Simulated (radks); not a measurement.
Results of a calculation; reference values are marked as such.
Problem. Species: Mn12+. Configuration: [Ne] 3s2 3p0.75 4p0.25 (fractional occupations, a model configuration). Level of theory: non-relativistic Kohn-Sham, LDA (Slater exchange, Perdew-Wang correlation), spin-polarised, spherical densities, point nucleus; open shells are filled with parallel spins first (a radial shooting solver on a logarithmic mesh with Libxc functionals). Some entries of the table are withheld. Estimate them.

orbital  occ.  eigenvalue (hartree)  <r> (bohr)  <1/r> (bohr^-1)
1s up       1             -246.6360     0.06166            24.48
1s down     1             -246.6118     0.06165            24.48
2s up       1             -39.21863      0.2803            5.261
2s down     1             -39.19304      0.2801            5.263
2p up       3                   (1)         (2)            5.216
2p down     3                   (3)         (4)            5.217
3s up       1             -13.25269      0.7347            1.957
3s down     1             -13.14844      0.7353            1.955
3p up    0.75             -12.12000      0.7281            1.896
3p down     0             -12.01624      0.7287            1.894
4p up    0.25              -6.05704       1.466              (5)
4p down     0              -5.98430       1.471              (6)

Solution. 
(1) 2p up eigenvalue (hartree): -35.52704
(2) 2p up <r> (bohr): 0.2454
(3) 2p down eigenvalue (hartree): -35.49694
(4) 2p down <r> (bohr): 0.2453
(5) 4p up <1/r> (bohr^-1): 0.9671
(6) 4p down <1/r> (bohr^-1): 0.9644
